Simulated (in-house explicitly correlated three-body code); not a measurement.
Computed with an exponentially correlated three-body code. Model: two electrons around a point charge, non-relativistic, variational in 260 exponentially correlated functions (energies converged to about 1e-7 hartree, or 1e-8 relative for large Z).

Command:
```bash
python run_hyl.py task.json out
```
Settings (lengths in bohr, energies in hartree):
```
Z                      20
screening              4
interaction_strength   1
functions              260
states_tried           13
```

Run time, properties included: 28 s on 1 thread of Intel(R) Xeon(R) 6975P-C (Granite Rapids), with other jobs on the host.

**Those bound S and P states to n = 4 that converged, binding against the one-electron ion.**

Given: nuclear charge 20; Yukawa screening of all interactions 4 1/bohr.

Computed: one-electron threshold -130.723405 hartree.

```
term  energy (hartree)  binding (eV)
1 1S       -252.701088        3319.2
2 3S       -134.767415        110.04
2 1S       -134.391453        99.813
2 3P                 ?             ?
2 1P       -131.275001         15.01
```

What belongs in the row 2 3P?

energy (hartree): -131.440078; binding (eV): 19.502.

**Converged states only, values per electron or pair (inverse distances are <exp(-kr)/r>).**

| term | mean r (bohr) | mean r squared (bohr²) | mean inverse r (1/bohr) | mean r12 (bohr) | mean inverse r12 (1/bohr) | mean cosine | mean p1 dot p2 (bohr⁻²) | delta r1 (bohr⁻³) | delta r12 (bohr⁻³) |
| --- | --- | --- | --- | --- | --- | --- | --- | --- | --- |
| 1 1S | 0.079027 | 0.0084121 | 15.749 | 0.11597 | 8.598 | -0.0063922 | 2.3168 | 2340.5 | 267.26 |
| 2 3S | ? | ? | ? | ? | ? | ? | ? | ? | - |
| 2 1S | 0.27184 | 0.13849 | 8.6395 | 0.47302 | 1.0824 | -0.0016531 | 0.097434 | 1272.1 | 23.121 |
| 2 3P | 0.3011 | 0.20308 | 8.4858 | 0.53487 | 0.82213 | -0.027327 | -9.3991 | 1209.3 | - |
| 2 1P | 0.31752 | 0.23331 | 8.4565 | 0.56264 | 0.9154 | 0.021858 | 8.5858 | 1211.2 | 4.1694 |

What belongs in the row 2 3S?

mean r (bohr): 0.26399; mean r squared (bohr²): 0.12922; mean inverse r (1/bohr): 8.668; mean r12 (bohr): 0.45979; mean inverse r12 (1/bohr): 0.76473; mean cosine: -0.0010931; mean p1 dot p2 (bohr⁻²): 0.054864; delta r1 (bohr⁻³): 1276.

**Electric-dipole lines between converged S and P states, rate of the upper state's decay.**

```csv
s state,p state,p minus s (eV),oscillator strength from s,rate (1/s)
1 1S,2 1P,3304.2,0.28423,4.4883e+13
2 1S,2 1P,84.803,0.47219,4.9117e+10
2 3S,2 3P,90.541,0.46757,5.544e+10
```

**Static dipole response.**

| state | polarisability (bohr³) |
| --- | --- |
| 1 1S | 7.1344e-05 |
